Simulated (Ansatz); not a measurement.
Geometry optimisation of C3H6FGa, SMILES `[F][Ga]1[CH2]C[CH2]1`.

```yaml
crystal:
  periodic: [false, false, false]
  atoms:
    - {symbol: F, position_ang: [2.258621, -2.359416, -0.428519]}
    - {symbol: Ga, position_ang: [1.084402, -1.043069, -0.215231]}
    - {symbol: C, position_ang: [0.397813, 0.231892, 1.179242]}
    - {symbol: C, position_ang: [-0.783699, 0.477324, 0.191914]}
    - {symbol: C, position_ang: [-0.345411, -0.041346, -1.211424]}
    - {symbol: H, position_ang: [0.124307, -0.081520, 2.205066]}
    - {symbol: H, position_ang: [1.082939, 1.103011, 1.255093]}
    - {symbol: H, position_ang: [-1.665771, -0.103704, 0.531345]}
    - {symbol: H, position_ang: [-1.089432, 1.545670, 0.165286]}
    - {symbol: H, position_ang: [0.128291, 0.749060, -1.831773]}
    - {symbol: H, position_ang: [-1.126858, -0.534703, -1.820400]}
basis:
  gaussian: {orbitals: def2-TZVP}
hamiltonian: {xc: pbe0, dispersion: d4}
relax: {f_tol: 0.005, max_steps: 150}
```

```sh
$ ansatz run in.yaml --threads 4 --pin off --events-out ev --progress --plain --max-ram 10444MiB
```

Output, abridged:

```
Functional definition: PBE0
mean field -58293.12305296 eV, -2142.2327596984 hartree, gradient 5.3e-5 eV, S^2 0.000000; 0 other end points of the search recorded, 0 dependent functions left out
relax step   1: F+E_penalty+E_count = -58293.31074401 eV  Δ(F+E_penalty+E_count) = +0.000e0 eV  max|allowed force component| = 5.550e-1 eV/Å  Δτ_max = 0.0000 Å  (29 SCF iters, accepted)
mean field -58293.16220158 eV, -2142.2341983836 hartree, gradient 1.2e-5 eV, S^2 0.000000; 0 other end points of the search recorded, 0 dependent functions left out
relax step   2: F+E_penalty+E_count = -58293.35057451 eV  Δ(F+E_penalty+E_count) = -3.983e-2 eV  max|allowed force component| = 2.050e-1 eV/Å  Δτ_max = 0.0268 Å  (34 SCF iters, accepted)
mean field -58293.16672301 eV, -2142.2343645432 hartree, gradient 1.2e-5 eV, S^2 0.000000; 0 other end points of the search recorded, 0 dependent functions left out
relax step   3: F+E_penalty+E_count = -58293.35554434 eV  Δ(F+E_penalty+E_count) = -4.970e-3 eV  max|allowed force component| = 5.357e-2 eV/Å  Δτ_max = 0.0237 Å  (34 SCF iters, accepted)
mean field -58293.16720312 eV, -2142.2343821867 hartree, gradient 1.2e-5 eV, S^2 0.000000; 0 other end points of the search recorded, 0 dependent functions left out
relax step   4: F+E_penalty+E_count = -58293.35600646 eV  Δ(F+E_penalty+E_count) = -4.621e-4 eV  max|allowed force component| = 1.511e-2 eV/Å  Δτ_max = 0.0055 Å  (34 SCF iters, accepted)
mean field -58293.16727765 eV, -2142.2343849256 hartree, gradient 1.2e-5 eV, S^2 0.000000; 0 other end points of the search recorded, 0 dependent functions left out
relax step   5: F+E_penalty+E_count = -58293.35606482 eV  Δ(F+E_penalty+E_count) = -5.836e-5 eV  max|allowed force component| = 9.525e-3 eV/Å  Δτ_max = 0.0027 Å  (34 SCF iters, accepted)
mean field -58293.16736498 eV, -2142.2343881351 hartree, gradient 1.2e-5 eV, S^2 0.000000; 0 other end points of the search recorded, 0 dependent functions left out
relax step   6: F+E_penalty+E_count = -58293.35613252 eV  Δ(F+E_penalty+E_count) = -6.770e-5 eV  max|allowed force component| = 6.953e-3 eV/Å  Δτ_max = 0.0064 Å  (34 SCF iters, accepted)
mean field -58293.16742006 eV, -2142.2343901591 hartree, gradient 1.2e-5 eV, S^2 0.000000; 0 other end points of the search recorded, 0 dependent functions left out
relax step   7: F+E_penalty+E_count = -58293.35617405 eV  Δ(F+E_penalty+E_count) = -4.154e-5 eV  max|allowed force component| = 5.568e-3 eV/Å  Δτ_max = 0.0065 Å  (34 SCF iters, accepted)
mean field -58293.16745567 eV, -2142.2343914677 hartree, gradient 1.2e-5 eV, S^2 0.000000; 0 other end points of the search recorded, 0 dependent functions left out
relax step   8: F+E_penalty+E_count = -58293.35619718 eV  Δ(F+E_penalty+E_count) = -2.312e-5 eV  max|allowed force component| = 3.568e-3 eV/Å  Δτ_max = 0.0062 Å  (34 SCF iters, accepted)
mean field -58293.16746373 eV, -2142.2343917641 hartree, gradient 1.2e-5 eV, S^2 0.000000; 0 other end points of the search recorded, 0 dependent functions left out
relax step   9: F+E_penalty+E_count = -58293.35619943 eV  Δ(F+E_penalty+E_count) = -2.254e-6 eV  max|allowed force component| = 5.126e-3 eV/Å  Δτ_max = 0.0043 Å  (34 SCF iters, accepted)
mean field -58293.16746761 eV, -2142.2343919065 hartree, gradient 1.2e-5 eV, S^2 0.000000; 0 other end points of the search recorded, 0 dependent functions left out
relax step  10: F+E_penalty+E_count = -58293.35620187 eV  Δ(F+E_penalty+E_count) = -2.437e-6 eV  max|allowed force component| = 1.869e-3 eV/Å  Δτ_max = 0.0007 Å  (35 SCF iters, accepted)
mean field -58293.16746761 eV, -2142.2343919065 hartree, gradient 1.2e-5 eV, S^2 0.000000; 1 other end points of the search recorded, 0 dependent functions left out
Total energy: -58293.35623430 eV, -2142.2413289547 hartree
Atom 0 at     2.243367    -2.322279    -0.428957 Å, force    -0.000391     0.000622     0.000050 eV/Å
Atom 1 at     1.082060    -1.023898    -0.216201 Å, force    -0.000375    -0.001869     0.000227 eV/Å
Atom 2 at     0.398358     0.222220     1.171968 Å, force     0.000928     0.000320    -0.000455 eV/Å
Atom 3 at    -0.773419     0.484336     0.187975 Å, force    -0.000898    -0.000600     0.000351 eV/Å
Atom 4 at    -0.338372    -0.047358    -1.204160 Å, force     0.000975     0.000088    -0.000084 eV/Å
Atom 5 at     0.113458    -0.108022     2.170188 Å, force     0.000130    -0.000360     0.000457 eV/Å
Atom 6 at     1.060257     1.086644     1.274646 Å, force    -0.000121     0.000965     0.000200 eV/Å
Atom 7 at    -1.654314    -0.068391     0.523809 Å, force    -0.000328    -0.000158     0.000126 eV/Å
Atom 8 at    -1.051602     1.542080     0.154224 Å, force     0.000347     0.000375    -0.000150 eV/Å
Atom 9 at     0.096498     0.733996    -1.833636 Å, force    -0.000186     0.001028    -0.000380 eV/Å
Atom 10 at    -1.111089    -0.556128    -1.779257 Å, force    -0.000083    -0.000410    -0.000341 eV/Å
Dipole moment:    -0.302131     0.343613     0.054696 e Å
```

Run time 45 s (4 threads of an Arm Neoverse V1 on a shared host); peak host memory 0.6 GiB.
